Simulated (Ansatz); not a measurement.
Geometry optimisation, DFT PBE-D3(BJ), scalar-relativistic, plane waves, PAW in Ansatz 0.2.0.

input.yaml

```yaml
accuracy: low
crystal:
  lattice:
    - [5.241483, 0.0, 0.0]
    - [0.0, 5.241483, 0.0]
    - [0.0, 0.0, 5.241483]
  atoms:
    - { symbol: O, position: [0.9902959, 0.2066932, 0.719674] }
    - { symbol: H, position: [0.9951042, 0.0294836, 0.7718315] }
    - { symbol: H, position: [1.0033925, 0.3003846, 0.8784101] }
    - { symbol: O, position: [0.7871519, 0.9931725, 0.1675018] }
    - { symbol: H, position: [0.6402984, 1.1052125, 0.1727739] }
    - { symbol: H, position: [0.7524862, 0.8807084, 0.0250348] }
    - { symbol: O, position: [0.2471364, 0.8240487, 0.2126019] }
    - { symbol: H, position: [0.0859298, 0.7640369, 0.1450909] }
    - { symbol: H, position: [0.3701485, 0.7771306, 0.0829352] }
    - { symbol: O, position: [0.4659719, 0.4693072, 0.7870944] }
    - { symbol: H, position: [0.5227154, 0.2937689, 0.7764536] }
    - { symbol: H, position: [0.5982522, 0.5531835, 0.8851425] }
    - { symbol: S, position: [0.8938629, 0.5948098, 0.5197632] }
    - { symbol: H, position: [0.7702559, 0.4167681, 0.3843804] }
    - { symbol: H, position: [1.1215219, 0.4837328, 0.4860092] }
basis:
  ecutwfc: 420.0
kpoints:
  mp_grid: { grid: [1, 1, 1] }
hamiltonian:
  xc: pbe
  dispersion: d3bj
scf:
  occupations: { method: fermi_dirac, width: 0.05 }
  lower_state_search: "off"
relax:
  f_tol: 0.3
  max_steps: 15
  adjacent_minimum: "off"
```

Command:

```bash
$ ansatz run input.yaml --threads 1 --pin off --max-ram 3072MiB --backend cpu --events-out ev --progress --plain --runs-dir out
```

Where does it end, and by what steps?

The forces met the threshold. The threshold is loose, so the end isn't yet a minimum. Limits of this set-up: coarse k mesh, low accuracy level. After 11 steps the energy has fallen by 3.949 eV; H6 moved furthest, 1.47 Å.

```json
{"step": "0", "energy less start (eV)": "0.0000", "largest force component (eV/Å)": "2.258", "accepted": "yes"}
{"step": "1", "energy less start (eV)": "-1.1297", "largest force component (eV/Å)": "1.787", "accepted": "yes"}
{"step": "2", "energy less start (eV)": "-1.6907", "largest force component (eV/Å)": "2.600", "accepted": "yes"}
{"step": "3", "energy less start (eV)": "-2.2168", "largest force component (eV/Å)": "1.609", "accepted": "yes"}
{"step": "4", "energy less start (eV)": "-2.6443", "largest force component (eV/Å)": "1.358", "accepted": "yes"}
{"step": "5", "energy less start (eV)": "-2.9929", "largest force component (eV/Å)": "1.706", "accepted": "yes"}
{"step": "6", "energy less start (eV)": "-3.2880", "largest force component (eV/Å)": "1.450", "accepted": "yes"}
{"step": "7", "energy less start (eV)": "-3.5415", "largest force component (eV/Å)": "0.816", "accepted": "yes"}
{"step": "8", "energy less start (eV)": "-3.7218", "largest force component (eV/Å)": "0.589", "accepted": "yes"}
{"step": "9", "energy less start (eV)": "-3.8500", "largest force component (eV/Å)": "0.435", "accepted": "yes"}
{"step": "10", "energy less start (eV)": "-3.9329", "largest force component (eV/Å)": "0.345", "accepted": "yes"}
{"step": "11", "energy less start (eV)": "-3.9490", "largest force component (eV/Å)": "0.174", "accepted": "yes"}
```

```xyz
15
Lattice="5.2415 0.0000 0.0000 0.0000 5.2415 0.0000 0.0000 0.0000 5.2415" Properties=species:S:1:pos:R:3
O 5.706 0.427 4.008
H 6.230 -0.135 4.648
H 4.943 0.685 4.594
O 3.925 6.012 0.755
H 3.038 5.575 0.697
H 4.401 5.360 1.319
O 1.800 4.325 0.696
H 1.054 4.110 1.300
H 1.906 3.542 0.079
O 1.919 2.592 4.003
H 1.485 1.685 3.992
H 2.784 2.592 3.534
S 4.497 3.437 2.452
H 4.310 2.311 1.694
H 5.698 3.041 2.996
```

Whether the end is a true minimum wasn't checked by a vibrational analysis.

The run took 8.7 s on 1 CPU thread of a shared host.
